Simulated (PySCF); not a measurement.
Species: C6H10FN3.
Numbering: `[CH3:1][CH2:2][C@@H:3]([CH3:4])[n:5]1[n:6][cH:7][c:8]([F:9])[n:10]1` (hydrogens: H11, H12, H13 on C1; H14, H15 on C2; H16 on C3; H17, H18, H19 on C4; H20 on C7)

Theory: TDDFT PBE0/def2-SVPD, vertical, gas phase, core orbitals frozen in the response (PySCF 2.14.0, density-fitted response routines). The structure is a single PBE0-D3(BJ)/def2-SVP conformer in the gas phase; no vibrational or solvent corrections. Torsions of this conformer, `[CH3:1][CH2:2][C@@H:3]([CH3:4])[n:5]1[n:6][cH:7][c:8]([F:9])[n:10]1`: C1–C2–C3–C4 177°, C2–C3–N5–N6 121°.

```csv
state,E (eV),λ (nm),f,"main configurations (H = HOMO, L = LUMO)"
S1,6.36,195.0,0.199,H→L (94%)
S2,6.54,189.6,0.0004,H-2→L (99%)
S3,7.18,172.6,0.0075,H→L+1 (86%)
S4,7.54,164.5,0.013,"H-3→L (71%), H-4→L (18%)"
S5,7.59,163.5,0.022,"H-1→L (74%), H→L+4 (17%)"
S6,7.67,161.7,0.011,"H→L+2 (61%), H→L+3 (23%), H→L+1 (11%)"
S7,7.92,156.6,0.011,"H→L+3 (64%), H→L+2 (31%)"
S8,8.07,153.6,0.0022,"H→L+5 (70%), H→L+6 (21%)"
S9,8.25,150.3,0.0032,"H-4→L (35%), H-1→L+1 (24%), H-3→L (18%)"
S10,8.26,150.1,0.0013,"H-1→L+1 (55%), H-4→L (19%)"
```

Triplets (Tamm–Dancoff): T1 4.70 eV, H→L (97%); T2 5.15 eV, H-1→L (88%); T3 5.62 eV, H-2→L (96%); T4 6.37 eV, H→L+4 (86%), H-1→L (8%).

The lowest singlet lies at 6.36 eV (195 nm, vacuum ultraviolet) and is strong; its leading configuration is HOMO→LUMO (94%). The lowest level is also the most intense of those listed (f = 0.199). S9/S10 lie within about 0.01 eV of each other. Löwdin shares by element: HOMO carbon 42% or more, nitrogen 24% or more, fluorine 10% (atoms not listed hold the other 23%); LUMO nitrogen 71%, carbon 12% or more (atoms not listed hold the other 16%). The oscillator strengths of these states sum to 0.271; summed over the whole spectrum of an exact calculation they would give the number of electrons, 76 (Thomas–Reiche–Kuhn). The listed states span 1.90 eV, and the widest gap between neighbours is 0.64 eV (S2 to S3). Orbital energies (eV): HOMO-3 -9.50, HOMO-2 -8.80, HOMO-1 -8.63, HOMO -7.54, LUMO -0.31, LUMO+1 0.66, LUMO+2 1.15. The vertical ionisation energy (ΔSCF) is 9.44 eV, 1.18 eV above S10. The window holds the lowest 10 singlets.
